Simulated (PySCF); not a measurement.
Input file for PySCF: D3(BJ) and D4 dispersion corrections on C2H2 (SMILES C#C).

```python
from pyscf import gto
from pyscf.dispersion import dftd3, dftd4

mol = gto.M(
    atom='''
    C    -0.00000000   -0.00000000    0.59839501
    C     0.00000000   -0.00000000   -0.59839501
    H     0.00000000    0.00000000   -1.66106916
    H     0.00000000    0.00000000    1.66106916
    ''',
    basis='def2-svp',
    charge=0, spin=0, verbose=0, max_memory=1800)
d3, d4 = {}, {}
for xc in ['hf', 'pbe', 'blyp', 'revpbe', 'tpss', 'r2scan', 'b3lyp', 'pbe0', 'bhlyp', 'camb3lyp', 'b2plyp']:
    d3[xc] = float(dftd3.DFTD3Dispersion(mol, xc=xc, version='d3bj', atm=False).get_dispersion()['energy'])
    print(f'D3(BJ) {xc:10s} {d3[xc]:14.8f} Eh')
for xc in ['hf', 'pbe', 'blyp', 'revpbe', 'tpss', 'r2scan', 'b3lyp', 'pbe0', 'bhlyp', 'camb3lyp', 'b2plyp']:
    d4[xc] = float(dftd4.DFTD4Dispersion(mol, xc={'camb3lyp': 'cam-b3lyp'}.get(xc, xc), atm=True).get_dispersion()['energy'])
    print(f'D4     {xc:10s} {d4[xc]:14.8f} Eh')
```

It printed:

```
D3(BJ) hf            -0.01423951 Eh
D3(BJ) pbe           -0.00131402 Eh
D3(BJ) blyp          -0.00280533 Eh
D3(BJ) revpbe        -0.00359957 Eh
D3(BJ) tpss          -0.00161037 Eh
D3(BJ) r2scan        -0.00032425 Eh
D3(BJ) b3lyp         -0.00226960 Eh
D3(BJ) pbe0          -0.00107915 Eh
D3(BJ) bhlyp         -0.00173386 Eh
D3(BJ) camb3lyp      -0.00091193 Eh
D3(BJ) b2plyp        -0.00100229 Eh
D4     hf            -0.00477740 Eh
D4     pbe           -0.00108807 Eh
D4     blyp          -0.00255846 Eh
D4     revpbe        -0.00424167 Eh
D4     tpss          -0.00148136 Eh
D4     r2scan        -0.00024733 Eh
D4     b3lyp         -0.00176267 Eh
D4     pbe0          -0.00088572 Eh
D4     bhlyp         -0.00118651 Eh
D4     camb3lyp      -0.00087126 Eh
D4     b2plyp        -0.00074596 Eh
```

The run finished.

Cost: roughly 0.03 core-seconds.
